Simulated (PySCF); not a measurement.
First SCF of a structure search on triplet TiN₂, at a hand-made bent geometry. PySCF input:

```python
from pyscf import gto, scf, dft
mol = gto.M(atom='''
Ti     0.000000     0.000000     0.000000
N      1.449900     0.000000     1.015200
N     -1.449900     0.000000     1.015200''',
    basis={'Ti': 'def2-TZVP', 'N': 'def2-TZVP'},
    charge=0, spin=2)
mf = dft.UKS(mol, xc='PBE0')
mf.grids.atom_grid = (50, 194)
aux = {'Ti': 'def2-universal-JKFIT', 'N': 'def2-universal-JKFIT'}
mf = mf.density_fit(auxbasis=aux)
mf.conv_tol = 1e-08
mf.diis_space = 10
mf.max_cycle = 60
mf.init_guess = 'minao'
mf.verbose = 4
mf.kernel()
```

Excerpt of the output (cycles alone):

```
init E= -958.197064631091
cycle= 1 E= -958.307430602584  delta_E= -0.11  |g|= 0.566  |ddm|= 1.64
cycle= 2 E= -950.95989047027  delta_E= 7.35  |g|= 4.58  |ddm|= 1.85
cycle= 3 E= -958.325490844614  delta_E= -7.37  |g|= 0.626  |ddm|= 1.53
cycle= 4 E= -958.464763562172  delta_E= -0.139  |g|= 0.173  |ddm|= 0.196
cycle= 5 E= -958.476964710653  delta_E= -0.0122  |g|= 0.0477  |ddm|= 0.0818
cycle= 6 E= -958.478811899536  delta_E= -0.00185  |g|= 0.0131  |ddm|= 0.0464
cycle= 7 E= -958.479596296056  delta_E= -0.000784  |g|= 0.0125  |ddm|= 0.049
cycle= 8 E= -958.479839862791  delta_E= -0.000244  |g|= 0.00387  |ddm|= 0.0218
cycle= 9 E= -958.479939221418  delta_E= -9.94e-05  |g|= 0.0044  |ddm|= 0.0173
cycle= 10 E= -958.479996858833  delta_E= -5.76e-05  |g|= 0.00205  |ddm|= 0.019
cycle= 11 E= -958.480004215584  delta_E= -7.36e-06  |g|= 0.000684  |ddm|= 0.00484
cycle= 12 E= -958.480008823545  delta_E= -4.61e-06  |g|= 0.00066  |ddm|= 0.00373
cycle= 13 E= -958.480015801524  delta_E= -6.98e-06  |g|= 0.000597  |ddm|= 0.006
cycle= 14 E= -958.48004573885  delta_E= -2.99e-05  |g|= 0.000494  |ddm|= 0.0351
cycle= 15 E= -958.480053250284  delta_E= -7.51e-06  |g|= 0.000659  |ddm|= 0.0179
cycle= 16 E= -958.480054007046  delta_E= -7.57e-07  |g|= 0.000374  |ddm|= 0.0026
cycle= 17 E= -958.480055285467  delta_E= -1.28e-06  |g|= 0.000383  |ddm|= 0.009
cycle= 18 E= -958.480055420629  delta_E= -1.35e-07  |g|= 0.000214  |ddm|= 0.00338
cycle= 19 E= -958.480055440384  delta_E= -1.98e-08  |g|= 6.04e-05  |ddm|= 0.00146
cycle= 20 E= -958.480055449892  delta_E= -9.51e-09  |g|= 5.44e-05  |ddm|= 0.00138
Extra cycle  E= -958.480055431933  delta_E= 1.8e-08  |g|= 0.000223  |ddm|= 0.000117
converged SCF energy = -958.480055431933  <S^2> = 2.2826558  2S+1 = 3.182864
```

No lower solution of this spin was found from smeared starts or by a stability analysis within the unrestricted form.

With open d or f shells other occupations or spin states may lie lower.

The search for the lowest solution, 3 starts and the stability check together, took 8.9 s on 4 threads of a shared Arm Neoverse V2 host, with 107 basis functions; the process peaked at 0.4 GiB.
